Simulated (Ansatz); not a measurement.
Cost and result for the atomization energy of CH$_{6}$ClFO$_{2}$Si$_{2}$, SMILES `CO[SiH](F)O[SiH2]Cl` (13 atoms, 12 bonds).

```xyz
13

C    -2.080    0.509    0.165
O    -0.916    1.309    0.168
Si    0.386    1.111   -0.766
F     1.409    2.234   -0.322
O     1.084   -0.340   -0.558
Si    1.764   -1.443    0.421
Cl    0.388   -2.104    1.792
H    -2.820    0.991    0.804
H    -2.499    0.413   -0.842
H    -1.869   -0.489    0.561
H     0.093    1.264   -2.199
H     2.171   -2.602   -0.397
H     2.890   -0.852    1.172
```

Total charge 0; spin multiplicity 1. All single points use the PBE0-D4/def2-TZVP geometry. It is one conformer, not always the lowest. Program: Ansatz. All runs use 2 threads of an AMD EPYC 7R13 on a shared host and a share of an NVIDIA H100 80 GB. Times are those of one run each, without the atoms' runs, and a repeat can differ threefold. Electronic energies, without spin–orbit coupling; frozen cores. CCSD(T)/CBS adds CCSD(T) − MP2 in def2-TZVPP to the MP2 limit, and its time is that of the two runs behind it. T1 = 0.011. B3LYP takes the VWN-RPA correlation (the form of Gaussian; ORCA's B3LYP/G).

CCSD(T)/CBS is a level of theory with its own doubt, some kJ/mol a heavy atom from the limit and from the frozen cores, so smaller differences don't rank the functionals.

| level | functions | wall time |
| --- | --- | --- |
| B2PLYP/def2-TZVPP | 334 | 3.9 s |
| PBE0-D4/def2-TZVPP | 334 | 4 s |
| PBE-D4/def2-TZVPP (with forces) | 334 | 4.1 s |
| r2SCAN-D4/def2-TZVPP (with forces) | 334 | 4.8 s |
| B3LYP-D4/def2-TZVPP (with forces) | 334 | 6 s |
| ωB97X-V/def2-TZVPP | 334 | 6 s |
| MP2/def2-QZVPP | 618 | 6.5 s |
| ωB97M-V/def2-TZVPP (with forces) | 334 | 7.5 s |
| CCSD(T)/def2-TZVPP | 334 | 14 s |
| CCSD(T)/CBS(def2) | – | 21 s |

Q: What atomization energy does each give, and how far from CCSD(T)/CBS? (Best estimate.)

A: The calculation gave: 
```csv
level,atomization (kcal/mol),difference from CCSD(T)/CBS,per bond
B2PLYP/def2-TZVPP,1191.7,-20.8,-1.7
PBE0-D4/def2-TZVPP,1193.8,-18.7,-1.6
PBE-D4/def2-TZVPP (with forces),1212.8,0.3,0.0
r2SCAN-D4/def2-TZVPP (with forces),1208.5,-4.0,-0.3
B3LYP-D4/def2-TZVPP (with forces),1199.8,-12.7,-1.1
ωB97X-V/def2-TZVPP,1211.2,-1.3,-0.1
MP2/def2-QZVPP,1228.3,15.8,1.3
ωB97M-V/def2-TZVPP (with forces),1210.3,-2.2,-0.2
CCSD(T)/def2-TZVPP,1176.4,-36.1,-3.0
CCSD(T)/CBS(def2),1212.5,0.0,0.0
```

In def2-TZVPP, CCSD(T) changes the Hartree–Fock value by +279.2 kcal/mol (the triples alone add +16.4 kcal/mol) and MP2 by +309.1 kcal/mol; breaking electron pairs costs correlation energy, which Hartree–Fock lacks. From PBE to PBE0 (25 % exact exchange), in def2-TZVPP and without D4, the atomization energy moves by −17.8 kcal/mol: exact exchange takes away binding that semilocal exchange gives to molecules. The D4 term adds +13.3 kcal/mol with B3LYP and +7.2 kcal/mol with PBE0; it sums over pairs of atoms, weighted by their polarisabilities, and B3LYP, whose exchange is more repulsive, gets the larger term.
